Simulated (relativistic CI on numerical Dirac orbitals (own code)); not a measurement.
Hyperfine structure of As V, mass number 75

Calculated at this level of theory: Dirac-Coulomb-Breit CI, orbitals from a KLI potential per configuration, a model potential for QED, valence Slater integrals scaled by 0.85, P86 correlation energy added to each configuration (own radial code, finite nucleus).

Configurations in the expansion (outside the closed core [Ar]): 3d¹⁰4s, 3d¹⁰4p, 3d¹⁰4d, 3d¹⁰4f, 3d¹⁰5s, 3d¹⁰5p, 3d⁹4s², 3d¹⁰5d, 3d¹⁰6s, 3d¹⁰6p, 3d¹⁰5f, 3d⁹4p², 3d¹⁰5g, 3d¹⁰6d, 3d⁸4s4p², 3d¹⁰7s. Levels of other configurations are missing.

Nuclear spin I = 3/2, μ = 1.4383 μN, Q = 0.311 b (tables of Stone and Pyykkö). The electronic factors are computed for point nuclear moments, without core polarisation; leaving it out makes A of s and p electrons in near-neutral atoms 20 to 40 % too small, and it can dominate for d and f shells.

```
        Level  E (cm⁻¹)  A (MHz)  B (MHz)
 3d¹⁰4s ²S1/2       0.0    18090         
3d¹⁰4p ²P°1/2   96605.3     4168         
3d¹⁰4p ²P°3/2  100498.9    755.4      460
 3d¹⁰4d ²D3/2  232655.1    206.5     41.2
 3d¹⁰4d ²D5/2  233074.2    87.76     57.6
 3d¹⁰5s ²S1/2  258700.0     6090         
3d¹⁰5p ²P°1/2  293096.0     1626         
3d¹⁰5p ²P°3/2  294467.1    299.1      182
```

Levels with J = 0, under 50 % of one LS term, or S terms without an open s electron are left out. Small factors come from cancelling terms and can be off by tens of per cent or more.

At this charge configurations can still be misplaced by up to about 7 % of their energy. 3 of the 3 excited levels that our extract of the measured tables holds in this range could be paired (the sources list more); they are missed by 4469 cm⁻¹ on average and 4896 at most, and levels without a partner can miss by more.

Question: Give the hyperfine levels of 3d¹⁰4s ²S1/2 relative to its centre of gravity.

Answer: With K = F(F + 1) − I(I + 1) − J(J + 1), E = AK/2: F = 1: -22610, F = 2: 13570 MHz.
